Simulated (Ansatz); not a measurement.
A calculation with Ansatz (development build ahead of 0.2.0).

```yaml
crystal:
  periodic: [false, false, false]
  atoms:
    - { symbol: W, position_ang: [0.0, 0.0, 0.0] }
    - { symbol: "N", position_ang: [0.0, 0.0, 2.22] }
    - { symbol: H, position_ang: [0.94, 0.0, 2.6] }
    - { symbol: H, position_ang: [-0.47, 0.81406, 2.6] }
    - { symbol: H, position_ang: [-0.47, -0.81406, 2.6] }
basis:
  gaussian: { orbitals: def2-TZVPP }
total_charge: 1
magnetization:
  spin_polarized: true
  initial_magnetization: 5
hamiltonian:
  xc: pbe
```

The input is written out in the form of the current development build from the run's settings. The basis set brings a core potential for W, so the total leaves out those core electrons.

The run gave:

| Quantity | Value |
| --- | --- |
| Converged | yes |
| Total energy | -123.29648 hartree |
| Spin squared of the determinant | 8.757 |
| Stability test | minimum |

Caution: other spin multiplicities were not run.
